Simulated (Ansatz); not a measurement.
Reaction (formal loss of a carbene): `CC(F)(CF)C(F)F` → `CC(F)(F)CF` + `[CH]F`

Computed with Ansatz on PBE0-D4/def2-TZVP structures; ΔE is electronic, products minus reactants. CCSD(T)/CBS is the MP2 limit (def2-TZVPP, def2-QZVPP) plus CCSD(T) − MP2 in def2-TZVPP, frozen cores. This one scheme is used for every species. DFT in def2-TZVPP. B3LYP here is the variant with VWN-RPA as its local correlation; programs differ in this. HSE06 is defined as in plane-wave codes. Each species was taken in one conformer, which may not be the lowest.

`CC(F)(CF)C(F)F`:

```xyz
14

C    -1.259   -0.678   -0.312
C    -0.182    0.327    0.018
F    -0.732    1.601    0.010
C     0.396    0.075    1.392
F     1.446    0.928    1.648
C     0.924    0.359   -1.035
F     0.393    0.521   -2.266
F     1.585   -0.827   -1.024
H    -1.742   -0.403   -1.249
H    -0.835   -1.677   -0.416
H    -2.011   -0.691    0.479
H     0.759   -0.953    1.467
H    -0.381    0.252    2.141
H     1.639    1.165   -0.854
```

`CC(F)(F)CF`:

Z-matrix (Å, degrees):
```
C
C 1 1.500
H 1 1.090 2 110.1
H 1 1.089 2 109.7 3 -120.2
H 1 1.090 2 109.0 3 119.9
F 2 1.362 1 109.4 3 -176.2
F 2 1.367 1 110.2 3 -59.5
C 2 1.516 1 115.7 3 60.6
F 8 1.373 2 110.1 1 54.7
H 8 1.093 2 109.0 1 174.3
H 8 1.093 2 109.5 1 -65.2
```

`[CH]F`:

Z-matrix (Å, degrees):
```
C
F 1 1.301
H 1 1.126 2 102.3
```

```tsv
level	ΔE (eV)	difference from CCSD(T)/CBS
LDA (SPW92)	4.57	0.72
PBE-D4	3.97	0.12
BLYP-D4	3.67	-0.18
r2SCAN-D4	4.06	0.21
PBE0-D4	4.07	0.22
B3LYP-D4	3.80	-0.05
r2SCANh-D4	4.08	0.23
r2SCAN0-D4	4.11	0.26
HSE06-D4	4.06	0.21
CAM-B3LYP-D4	3.91	0.06
ωB97X-V	3.92	0.07
ωB97M-V	3.84	-0.01
B2PLYP	3.79	-0.06
PBE-QIDH	4.10	0.25
PBE	3.88	0.03
revPBE	3.59	-0.26
BLYP	3.47	-0.38
r2SCAN	4.03	0.18
PBE0	3.99	0.14
B3LYP	3.66	-0.19
r2SCAN0	4.08	0.23
HSE06	3.99	0.14
BHLYP	3.77	-0.08
CAM-B3LYP	3.83	-0.02
LC-ωPBE	4.01	0.16
RPA@PBE/def2-TZVPP	3.55	-0.30
HF/def2-SVP	3.53	-0.32
MP2/def2-SVP	4.18	0.33
CCSD/def2-SVP	3.89	0.04
CCSD(T)/def2-SVP	3.91	0.06
HF/def2-TZVPP	3.32	-0.53
MP2/def2-TZVPP	4.09	0.24
SCS-MP2/def2-TZVPP	3.89	0.04
CCSD/def2-TZVPP	3.77	-0.08
CCSD(T)/def2-TZVPP	3.81	-0.04
HF/def2-QZVPP	3.31	-0.54
SCS-MP2/def2-QZVPP	3.91	0.06
HF/CBS(def2)	3.31	-0.54
MP2/CBS(def2)	4.13	0.28
CCSD/CBS(def2)	3.81	-0.04
CCSD(T)/CBS	3.85	0
```

**Question.** What do rigid-rotor, harmonic-oscillator terms from PBE0-D4/def2-TZVP frequencies (298.15 K, 1 bar) make of the CCSD(T)/CBS value? (Best estimate.)

**Answer.** Ansatz gave: ΔZPE = -0.24 eV, ΔH = +3.66 eV, ΔS = 177 J/(mol·K), ΔG = +3.12 eV.

Largest T1 diagnostic among the species: 0.018.

In def2-TZVPP, CCSD(T) changes the Hartree–Fock value by +0.49 eV (the triples alone add +0.04 eV) and MP2 by +0.77 eV. Leaving LDA and LC-ωPBE aside and taking each functional with its dispersion term where it has one, the values spread over 0.44 eV, from BLYP-D4 to r2SCAN0-D4. LDA lies +0.69 eV from PBE without D4.
